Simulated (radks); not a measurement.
The numbers below are computed, except where a source is named.
Effect of the nuclear size on the silver ion Ag3+, [Kr] 4d8. Level of theory: Dirac Kohn-Sham, exchange-only LDA, spin-unpolarised, spherical densities, finite nucleus; open shells fill j = l - 1/2 first; Fermi nuclear charge, rms radius 4.5454 fm (a radial shooting solver on a logarithmic mesh with Libxc functionals). The rms radius is varied about that value; shifts are against it.

rms radius (fm)  total energy shift (eV)  density at nucleus (e/bohr^3)  1s1/2 shift (meV)  2s1/2 shift (meV)  4s1/2 shift (meV)  4p1/2 shift (meV)  5s1/2 (empty) shift (meV)
3.7863                            -0.864                      1.487e+05               -364              -40.7              -1.48              0.063                     -0.218
4.209                             -0.400                      1.466e+05               -168              -18.8             -0.683              0.029                     -0.101
4.5454                                 0                      1.451e+05              0.000              0.000              0.000              0.000                      0.000
4.8181                             0.344                      1.439e+05                145               16.2              0.587             -0.025                      0.087
5.2454                             0.917                      1.423e+05                386               43.1               1.57             -0.066                      0.231

Slopes of the eigenvalues against <r^2> in GHz/fm^2, as finite differences over the two radii next to the reference (eigenvalue slopes, not the field-shift constants of lines): 1s1/2 13800, 2s1/2 1540, 4s1/2 55.9, 4p1/2 -2.37, 5s1/2 (empty) 8.25.
